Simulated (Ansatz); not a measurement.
Born–Oppenheimer molecular dynamics of C4H11BO (17 atoms, charge 0, multiplicity 1). It starts from a relaxed structure.

The calculation used UKS PBE-D4/STO-3G (Ansatz 0.2.0).

* ensemble: NVE (velocity Verlet)
* time step: 2 fs
* steps asked: 40
* starting velocities drawn for: 3000 K
* seed: 161586

First frame:

```xyz
17
Properties=species:S:1:pos:R:3
B -1.143 0.815 1.369
C -1.337 0.179 -0.124
C 0.191 -0.157 -0.170
C 0.551 -1.662 -0.020
C 1.038 0.556 -1.262
O 0.489 0.486 1.225
H -1.248 1.986 1.488
H -1.524 0.173 2.285
H -1.618 0.879 -0.934
H -1.955 -0.733 -0.212
H 1.637 -1.799 0.146
H 0.261 -2.195 -0.945
H -0.005 -2.097 0.831
H 0.798 1.637 -1.300
H 2.123 0.424 -1.081
H 0.791 0.117 -2.247
H 0.932 1.390 0.990
```

(1) What does the run give?

(2) What happens to the structure?

(3) How do temperature and energy run in time?

## Answers

(1) The run went to its last step.

```
steps done                                               : 40
time covered                                             : 80 fs
mean temperature over the second half                    : 199194 K
spread of the potential energy over the second half      : 324.3 meV per atom
mean potential energy of the second half above the start : 1200.5 meV per atom
```

The conserved energy changed by up to 33000 meV per atom, so the integration failed: the time step of 2 fs is too long for the fastest motions that this run met, and the later frames carry no physical meaning.

(2) Parted: B1–O6 1.67 → 2.76 Å, C3–C4 1.56 → 3.31 Å, C3–O6 1.56 → 3.52 Å, C4–H11 1.11 → 3.55 Å, C4–H12 1.11 → 65.91 Å, C4–H13 1.11 → 3.93 Å. Joined: B1–C3 2.26 → 1.71 Å, C4–O6 2.48 → 1.62 Å. It ends as C3H7B + CO + H + H + H + H. Pairs count as bonded within 1.25 times the sum of covalent radii (0.12 Å more for H–H). Another seed would give other details.

(3) 
| time (fs) | T (K) | potential energy less start (eV) | conserved less start (meV/atom) |
| --- | --- | --- | --- |
| 0 | 3000 | 0.000 | 0.00 |
| 6 | 1093 | 4.160 | 27.21 |
| 12 | 1838 | 2.961 | 41.61 |
| 18 | 1572 | 4.519 | 102.94 |
| 24 | 1340 | 5.082 | 109.60 |
| 30 | 2687 | 7.830 | 424.94 |
| 36 | 2424 | 8.518 | 435.68 |
| 42 | 98077 | 9.424 | 11398.42 |
| 48 | 93779 | 17.875 | 11405.40 |
| 54 | 95075 | 13.596 | 11301.51 |
| 60 | 282135 | 18.783 | 32941.35 |
| 66 | 279571 | 24.358 | 32976.78 |
| 72 | 280740 | 21.913 | 32966.37 |
| 78 | 279784 | 23.663 | 32960.20 |

Time of the run: 4.3 min on 1 thread of Arm Neoverse V1, on a shared host, peak memory 0.13 GiB.
